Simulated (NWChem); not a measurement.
System: BaH2S2; SMILES [SH][Ba][SH]

NWChem input:

```
start job
memory heap 200 mb stack 900 mb global 1100 mb
geometry units angstroms noautoz
  Ba     0.000000     0.000000     0.423742
  S      2.474629     0.011071    -1.058935
  H      3.255182     0.015624     0.048885
  S     -2.474629    -0.011071    -1.058935
  H     -3.255182    -0.015624     0.048885
end
basis spherical
  * library def2-svp
end
ecp
  Ba library def2-ecp
end
dft
  xc xpbe96 cpbe96
  iterations 150
  vectors input atomic output neutral.movecs
end
task dft energy
charge 1
dft
  odft
  mult 2
  vectors input atomic output cation.movecs
end
task dft energy
```

All runs use the structure optimised with PBE0/def2-SVP. No frequency run checked for a minimum. def2 effective core potentials on Ba; no spin-orbit coupling.

Ions are spin-unrestricted doublets at the neutral geometry; other ion states weren't tried.

### Question
What results follow from this input? (PBE/def2-SVP with def2 effective core potentials on Ba, vertical spin-unrestricted ions.) Quantities: vertical ionisation energy, ΔSCF (eV); −ε(HOMO) (eV).

### Answer
* **vertical ionisation energy, ΔSCF (eV)**: 7.49
* **−ε(HOMO) (eV)**: 4.91
